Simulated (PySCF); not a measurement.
## Computed properties of Mg(OH)(SH) (H2MgOS), SMILES [OH][Mg][SH]

Mg(OH)(SH) (H2MgOS), SMILES [OH][Mg][SH]. Geometry: ωB97X-D3(BJ)/def2-TZVP. Other conformers were not sampled. All values are computed for the isolated molecule unless a solvent is named; none is compared with measurement here.

**Structure.** The optimised structure has Cs symmetry. All 9 harmonic modes at ωB97X-D3(BJ)/def2-TZVP (PySCF) are real, so it is a minimum. With heavy atoms numbered as in [Mg:1]([OH:2])[SH:4], the shortest bond between them is Mg1–O2 at 1.758 Å and the longest Mg1–S4 at 2.276 Å.

**Vibrations.** The strongest infrared lines (harmonic, unscaled, degenerate partners summed) lie at 94 cm⁻¹ (183 km/mol, H 54 %, O 27 %, Mg 17 %), 830 cm⁻¹ (175 km/mol, Mg 51 %, O 45 %), 113 cm⁻¹ (140 km/mol, Mg 49 %, O 35 %, H 10 %). The softest mode is at 94 cm⁻¹ and the zero-point energy is 13.0 kcal/mol.

**Electronic structure.** PBE0/def2-TZVPD (PySCF) places the frontier levels at -7.17 and -1.31 eV, a gap of 5.86 eV, and gives a dipole moment of 1.49 D and a mean polarisability of 50.2 bohr³.

**Excitations.** TDA-ωB97X/def2-SVPD (PySCF) has S1 at 5.07 eV (245 nm, f = 0.058, bright); the most intense of the 10 singlets computed lies at 7.06 eV (f = 0.14). T1 (TDA) is at 4.89 eV, 0.18 eV under S1. No vertical singlet excitation falls in the visible range (under 3.1 eV).

**NMR.** GIAO shifts at B3LYP/pcSseg-2 (PySCF) (non-relativistic, atoms alike by connectivity averaged): ¹H from -1.6 to 0.4 ppm against TMS.
